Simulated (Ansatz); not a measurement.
Two isomers of CH9NSi2: A = `CN([SiH3])[SiH3]`, B = `N[SiH2]C[SiH3]`.

Computed with Ansatz on PBE0-D4/def2-TZVP structures; ΔE is electronic, products minus reactants. CBS: MP2 limit from def2 TZ/QZ plus the TZ coupled-cluster correction, frozen cores. DFT in def2-TZVPP. B3LYP here is the variant with VWN-RPA as its local correlation; programs differ in this. One conformer a species, not always the lowest.

Question: Which isomer does CCSD(T)/CBS put lower? Give the gap. (Estimate.)

Answer: Computed: B, by 8.5 kcal/mol.

Question: Give E(B) − E(A) in kcal/mol with HF/def2-TZVPP, BLYP-D4, B2PLYP, B3LYP-D4, LDA (SPW92), MP2/def2-TZVPP, CCSD/def2-TZVPP. (Best estimate.)

Answer: The calculation gave: HF/def2-TZVPP -5.6, BLYP-D4 -6.7, B2PLYP -7.8, B3LYP-D4 -7.0, LDA (SPW92) -9.1, MP2/def2-TZVPP -8.2, CCSD/def2-TZVPP -7.7. None reverses the order clearly.

Question: Does the order hold for the free energy at 298.15 K (harmonic terms from PBE0-D4)? (Best estimate.)

Answer: Computed: Yes: G(B) − G(A) = -8.7 kcal/mol, for one conformer each. Modes under 60 cm⁻¹, often nearly free rotors, make the harmonic entropy too high.

Largest T1 diagnostic: 0.011.

From BLYP to BHLYP (50 % exact exchange), in def2-TZVPP and without D4, E(B) − E(A) moves by +0.7 kcal/mol. The D4 term adds +0.9 kcal/mol with B3LYP and +0.5 kcal/mol with PBE0; it sums over pairs of atoms, weighted by their polarisabilities, and B3LYP, whose exchange is more repulsive, gets the larger term.
